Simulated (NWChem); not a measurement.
System: C2H5B; SMILES BC=C

NWChem input:

```
start job
memory heap 200 mb stack 900 mb global 1100 mb
geometry units angstroms noautosym nocenter noautoz
  B      0.187413     1.350834     0.000235
  H      1.397697     1.405511    -0.004864
  H     -0.448713     2.379842     0.007070
  C     -0.498121    -0.030313    -0.001211
  C      0.230400    -1.163108     0.000248
  H     -1.591134    -0.127088    -0.001473
  H     -0.221050    -2.162482     0.001661
  H      1.325724    -1.124868     0.000535
end
basis spherical
  * library 6-311g**
end
dft
  xc xpbe96 cpbe96
  iterations 150
end
tddft
  cis
  ecut -5.9
  nroots 6
  notriplet
end
task tddft energy
```

Structure relaxed at the PBE0/def2-SVP level.

Core excitations by TDA in a window of 1s orbitals, non-relativistic and unshifted: absolute energies depend strongly on the exact-exchange share.

Task: Give the results of this calculation. (PBE/6-311G** (spherical d), restricted-window TDA.) Quantities: first 1s excitation (eV); dipole oscillator strength of the first; first state with f > 0.002 (eV); dipole oscillator strength of that state.

Result: 
| Property | Result |
|---|---|
| first 1s excitation (eV) | 174.0 |
| dipole oscillator strength of the first | 0.0291 |
| first state with f > 0.002 (eV) | 174.0 |
| dipole oscillator strength of that state | 0.0291 |
